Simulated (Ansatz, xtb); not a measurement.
**Ligand exchange: SiH3Cl + CHBrClF → SiH3F + CHBrCl2**

Gas-phase species: SiH3Cl (chlorosilane) `[SiH3]Cl`, singlet; CHBrClF (bromochlorofluoromethane) `FC(Cl)Br`, singlet; SiH3F `F[SiH3]`, singlet; CHBrCl2 `ClC(Cl)Br`, singlet. The partners trade Cl for F: Si–Cl and C–F bonds give way to Si–F and C–Cl.

Shapes, held fixed at every level: PBE0-D4/def2-TZVP. Programs: Ansatz 0.2.0, xtb 6.7.1. The zero-point and thermal change to 298 K, harmonic and unscaled (PBE0-D4/def2-TZVP), is -0.9 kJ/mol.

| level | kind | ΔH(298 K) (kJ/mol) | less CCSD(T)/def2-TZVPP |
| --- | --- | --- | --- |
| GFN2-xTB | semi-empirical | -48.4 | -13.3 |
| HF/def2-SVP | Hartree–Fock | -1.1 | +34.0 |
| HF/def2-TZVPP | Hartree–Fock | -24.4 | +10.7 |
| SPW92/def2-TZVPP | LDA | -20.5 | +14.6 |
| r2SCAN0-D4/def2-TZVPP | global hybrid | -24.1 | +11.0 |
| wB97X-V/def2-TZVPP | range-separated hybrid | -25.9 | +9.2 |
| MP2/def2-TZVPP | perturbation theory | -44.0 | -8.9 |
| CCSD/def2-SVP | coupled cluster or CI | -15.1 | +20.0 |
| CCSD(T)/def2-TZVPP | coupled cluster or CI | -35.1 | 0.0 |

The highest level, CCSD(T)/def2-TZVPP, gives ΔH(298 K) = -35.1 kJ/mol; the levels span -48.4 to -1.1. The column of differences is taken from that level and isn't an error. No measured value is set beside it here. Relativity is left out for Br. Outer-core shells of Br are correlated, in sets that cover them unevenly.
